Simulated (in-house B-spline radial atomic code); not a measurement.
Plasmons and hot-electron lifetimes in Au from the free-electron model

The electrons form a uniform gas at zero temperature with Lindhard's dielectric function (RPA). An added electron of energy E, from the band bottom, collides once per mean free path λ, with 1/λ = (1/πE) ∫dω ∫dq/q Im(−1/ε(q, ω)), in atomic (or effective) units, with ω up to E − E_F and q between √(2E) ∓ √(2(E − ω)); electron-hole pairs and the plasmon pole are integrated apart. No exchange between the two electrons.

Au: 1 valence electron per atom, density 19.3 g/cm³, mass 196.97 u, so r_s = 3.01 bohr. Core levels, phonons and band structure are left out; so is the d shell, which screens strongly in this metal and lengthens real lifetimes within a few eV of E_F.

**Question.** Find E_F, the plasma energy, the screening length and the long-wave dispersion of the plasmon.

**Answer.** k_F = 1.91916/3.01 = 0.6376, E_F = k_F²/2 = 5.53 eV. ω_p = √(3/r_s³) = 0.3317 hartree = 9.03 eV. The Thomas-Fermi length is √(π/4k_F) = 1.110 bohr = 0.0587 nm. For small q, ω = ω_p + α q² with α = (3/5) E_F/ω_p = 0.3677; at q = 0.2168 this gives 9.50 eV, and the zero of ε lies at 9.52 eV. The plasmon meets the pair continuum ω = q k_F + q²/2 at q_c = 0.54207 = 0.85 k_F, 13.4 eV.

```
E − E_F (eV)  λ (nm)  share of plasmon losses  lifetime (fs)  stopping (eV/nm)
       0.277     333                     0.00            233          0.000551
       0.553    89.3                     0.00             61           0.00411
        1.11    25.4                     0.00           16.6            0.0287
        1.94    9.93                     0.00           6.13             0.128
        2.77    5.72                     0.00           3.35             0.315
        4.15     3.2                     0.00           1.74             0.836
        5.53    2.16                     0.00            1.1              1.65
        7.19    1.52                     0.00           0.72              3.06
        8.85    1.18                     0.00          0.525              4.85
        11.1   0.912                     0.00          0.377              7.83
        13.8   0.462                     0.32          0.177              21.7
        17.7   0.329                     0.41          0.115              33.8
```

**Question.** Quinn and Ferrell's limit is τ = 263 r_s^(−5/2) (E − E_F)⁻² fs·eV². How far does it hold?

**Answer.** The prefactor is 16.7 fs·eV². At 0.277 eV it gives 219 fs against 233, a ratio of 1.07; at 2.77 eV 2.19 against 3.35, a ratio of 1.53. The inverse square comes from the phase space of two final states near E_F; the formula is the limit of high density and small excess energy.

**Question.** From what energy can an electron emit a plasmon?

**Answer.** It needs ω ≤ q v − q²/2 and a final state above E_F. On the computed dispersion this first holds at E − E_F = 12.9 eV, above ω_p = 9.0 eV, since a slow electron can only couple to plasmons of large q, which cost more.
